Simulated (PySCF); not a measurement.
## Electron correlation in Ar+ (argon, charge +1)

[Ne] 3s2 3p5, 2P determinant. All numbers are calculated (PySCF 2.14, the spin-free X2C one-electron Hamiltonian (Gaussian nucleus), in x2c-TZVPPall). Frozen: [Ne]; 7 electrons correlated.

MP2 pair energies summed by pair of shells (mhartree):

```
 pair   energy  share (%)
3p-3p  -105.45       63.4
3s-3p   -51.65       31.1
3s-3s    -9.12        5.5
```

Total MP2 correlation energy: -166.23 mhartree.

Same-spin part -38.53 and opposite-spin part -127.69 mhartree; SCS-MP2 scales them by 1/3 and 6/5 to -166.08 mhartree.
